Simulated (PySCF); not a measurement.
Bonds (- single, = double, # triple, : aromatic): C1-Si2, Si2-P3, Si2-C4, C4#C5, C5-C6, C6-C7, C7-C8, C8-C6. C1 carries H9, H10, H11; Si2 carries H12; P3 carries H13, H14; C6 carries H15; C7 carries H16, H17; C8 carries H18, H19. Stereochemistry as in C[Si@@H](P)C#CC1CC1. H16, H18 are cis to C5 on the ring; H17, H19 are trans to C5 on the ring.

[PySCF 2.14.0 with density-fitted response routines: PBE0/pcSseg-1 with gauge-including orbitals; geometry: GFN2-xTB; in vacuum; non-relativistic; equivalent nuclei averaged; one computed conformer]

Task: List the cross peaks expected in HSQC, COSY and HMBC spectra.

Result: 

HSQC (one-bond C–H):
```
               δH         δC
       1.35 (H15)   3.3 (C6)
       0.79 (H19)  11.8 (C8)
       0.78 (H17)  11.9 (C7)
       0.69 (H18)  11.8 (C8)
       0.69 (H16)  11.9 (C7)
0.33 (H9/H10/H11)  -0.9 (C1)
```

COSY cross peaks (H two or three bonds apart, from the bond graph; peaks can be absent where the dihedral angle is near 90°):
```
        δH                 δH
4.66 (H12)     1.28 (H13/H14)
4.66 (H12)  0.33 (H9/H10/H11)
1.35 (H15)         0.79 (H19)
1.35 (H15)         0.78 (H17)
1.35 (H15)         0.69 (H18)
1.35 (H15)         0.69 (H16)
0.79 (H19)         0.78 (H17)
0.79 (H19)         0.69 (H18)
0.79 (H19)         0.69 (H16)
0.78 (H17)         0.69 (H18)
0.78 (H17)         0.69 (H16)
0.69 (H18)         0.69 (H16)
```

HMBC (two and three bonds, from the bond graph):
```
               δH                                           δC
       4.66 (H12)             123.5 (C5), 82.7 (C4), -0.9 (C1)
       1.35 (H15)  123.5 (C5), 82.7 (C4), 11.9 (C7), 11.8 (C8)
   1.28 (H13/H14)                         82.7 (C4), -0.9 (C1)
       0.79 (H19)              123.5 (C5), 11.9 (C7), 3.3 (C6)
       0.78 (H17)              123.5 (C5), 11.8 (C8), 3.3 (C6)
       0.69 (H18)              123.5 (C5), 11.9 (C7), 3.3 (C6)
       0.69 (H16)              123.5 (C5), 11.8 (C8), 3.3 (C6)
0.33 (H9/H10/H11)                                    82.7 (C4)
```

Shifts are taken against calculated references (same method and geometry level): TMS for 1H, 13C.

Shifts are as computed. Against solution values, carbons near 30 ppm lie about +3 ppm off and those near 130 ppm about +5 ppm. Of 1211 compounds with measured shifts, 218 miss one by over three times the rms of a fit or turn the order of signals round; such compounds aren't used in these exercises.
